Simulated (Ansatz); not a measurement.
```yaml
crystal:
  periodic: [false, false, false]
  atoms:
    - {symbol: O, position_ang: [-1.984451, 2.614843, -1.579221]}
    - {symbol: Si, position_ang: [-1.020256, 1.513402, -0.891261]}
    - {symbol: O, position_ang: [-0.396490, 0.452439, -1.988313]}
    - {symbol: O, position_ang: [0.186169, 2.342866, -0.190785]}
    - {symbol: O, position_ang: [-1.858896, 0.637406, 0.214408]}
    - {symbol: Sn, position_ang: [-1.177560, -0.111573, 1.855005]}
    - {symbol: Cl, position_ang: [-2.270511, -2.099501, 2.188466]}
    - {symbol: Cl, position_ang: [-1.483824, 1.282742, 3.627072]}
    - {symbol: O, position_ang: [0.709232, -0.479731, 1.660549]}
    - {symbol: Si, position_ang: [1.476344, -1.123387, 0.379610]}
    - {symbol: O, position_ang: [2.675046, -2.034811, 0.977491]}
    - {symbol: O, position_ang: [2.059401, 0.017948, -0.629727]}
    - {symbol: O, position_ang: [0.380976, -1.970823, -0.521825]}
    - {symbol: H, position_ang: [-2.850119, 2.334677, -1.876741]}
    - {symbol: H, position_ang: [-0.591056, -0.476318, -1.818266]}
    - {symbol: H, position_ang: [1.049748, 1.917390, -0.163835]}
    - {symbol: H, position_ang: [3.446622, -2.160768, 0.423387]}
    - {symbol: H, position_ang: [1.513111, 0.163636, -1.417222]}
    - {symbol: H, position_ang: [0.094714, -2.824936, -0.192393]}
basis:
  gaussian: {orbitals: ANO-RCC-VTZP, point_charges: [{charge: 0.50, position_ang: [7.675, -0.099, 0.205]}]}
total_charge: 1
magnetization: {spin_polarized: true, initial_magnetization: 1}
hamiltonian: {xc: {name: wB97X-D}}
output: {forces: true}
```

```sh
$ ansatz run in.yaml --threads 11 --pin off --events-out ev --progress --plain --max-ram 174080MiB --backend cuda --devices 0, --max-vram 75GiB
```

Shortened log:

```
Error: YAML parse error: error: line 27 column 19: hamiltonian.xc: no functional is named "wB97X-D"; the names, which are not case-sensitive, are SVWN5, SPW92, PBE, PBE0, PBEsol, revPBE, revPBE0, RPBE, rPW86-PBE, HSE06, wPBEh, LC-wPBE, HISS, HF, BLYP, B3LYP, B3LYP5, BHLYP, CAM-B3LYP, r2SCAN, r2SCANh, r2SCAN0, r2SCAN50, m-r2SCAN, B97, wB97, wB97X, wB97X-V, B97M-V, wB97M-V, B2PLYP, B2GP-PLYP, PBE0-DH, PBE-QIDH
25 | total_charge: 1
26 | magnetization: {spin_polarized: true, initial_magnetization: 1}
27 | hamiltonian: {xc: {name: wB97X-D}}
28 | output: {forces: true}
```

In this input the method's name isn't one that the program takes here. The program refused the input.
